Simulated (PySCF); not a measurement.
Ionisation energy of Pr⁺ by level of theory

Pr⁺ [Xe] 4f3 6s1 (high-spin determinant) → Pr²⁺ [Xe] 4f3 (high-spin determinant), as a difference of total energies. Computed with PySCF 2.14 in x2c-TZVPPall with one added diffuse shell each of s, p, d, f type (12s8p8d5f2g, 129 functions), with scalar relativity by spin-free X2C-1e. Correlated levels: valence: [Kr] 4d10 frozen; valence and next inner shell: [Ar] 3d10 frozen. The calculations carry no spin-orbit coupling.

| method | ionisation energy (eV) |
| --- | --- |
| UHF | 9.892 |
| LDA | 11.039 |
| PBE | 10.848 |
| PBE0 | 10.656 |
| r2SCAN | 10.583 |
| MP2 (valence) | 10.574 |
| SCS-MP2 (valence) | 10.406 |
| MP2 (valence and next inner shell) | 10.656 |
| SCS-MP2 (valence and next inner shell) | 10.478 |

Problem. How much does correlation contribute at MP2 (valence and next inner shell)?

Solution. 10.656 − (9.892) = 0.764 eV, measured against UHF.

Errors of the correlated levels include the incompleteness of this basis and the frozen core.

The determinant of Pr²⁺ and of Pr⁺ mixes LS terms, which raises its energy above the lowest term, most at the Hartree-Fock and MP2 levels.

For comparison: 10.631 ± 0.02 eV (semi-empirical (NIST evaluation); NIST Atomic Spectra Database, ionization energies).
